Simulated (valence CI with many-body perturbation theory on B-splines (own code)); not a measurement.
# Sc⁵⁺ in brief

Computed by valence CI with perturbative core correlation (CI+MBPT): six valence electrons over a frozen Dirac-Fock core [Ne], a basis of 9 s, 9 p, 8 d, 6 f, 3 g, 1 h functions for each j, with the one-electron correlation potential Σ1, the two-electron term Σ2, the three-electron term Σ3, Breit, model QED; selected CI, second order for the rest, scaled by the run's own slope (own B-spline code, finite nucleus).

Set against measurement, 8 paired levels are off by 129 cm⁻¹ on average, the worst by 326. These come from a selection out of Sugar and Corliss, J. Phys. Chem. Ref. Data 9, 473 (1980). Levels without a partner in it may be off by more. Among the levels kept, up to 970 cm⁻¹ of a level comes from second order outside the variational space, and about a tenth of that is noise between levels of different J, which matters for small intervals. 1 measured level below the end of the list, from 288026 cm⁻¹ on, found no clear computed partner, and computed levels of the same name lie up to 2025 cm⁻¹ from them.

Rates and lifetimes use the calculated energies. Strong lines usually hold to 10 to 20 %, long lifetimes can be off by a factor of two.

(1) What is the ground level?

(2) Name the longest-lived excited levels whose lifetime is computed, and their main decay.

(3) What is the ionisation energy?

(4) What are the static dipole polarisabilities of the lowest levels?

(5) How is the term 3P of the ground level split?

## Answers

(1) 3s2 3p4 3P_2, composition 94 % 3s2 3p4 3P + 1 % 3s2 3p4 1D, g = 1.495.

(2) 3s2 3p4 3P_0 at 0.555 eV lives 12.8 s, mostly by M1 to 3s2 3p4 3P_1; 3s2 3p4 3P_1 at 0.415 eV lives 1.19 s, mostly by M1 to 3s2 3p4 3P_2; 3s2 3p4 1D_2 at 2.671 eV lives 197 ms, mostly by M1 to 3s2 3p4 3P_2. The lifetime of 3s2 3p3 3d 3G°_4 is too uncertain to give, and may be longer. The lifetime of 3s2 3p3 3d 3G°_5 is too uncertain to give, and may be longer.

(3) 110.92 eV; NIST lists 110.68 ± 0.05 eV (semi-empirical).

(4) 3s2 3p4 3P_2 1.41 (tensor 0.059); 3s2 3p4 3P_1 1.42 (tensor -0.030); 3s2 3p4 3P_0 1.41; 3s2 3p4 1D_2 1.41 (tensor -0.11) bohr³, of which the core gives 0.0164.

(5) J = 2 at 0.000, J = 1 at 0.415, J = 0 at 0.555 eV.
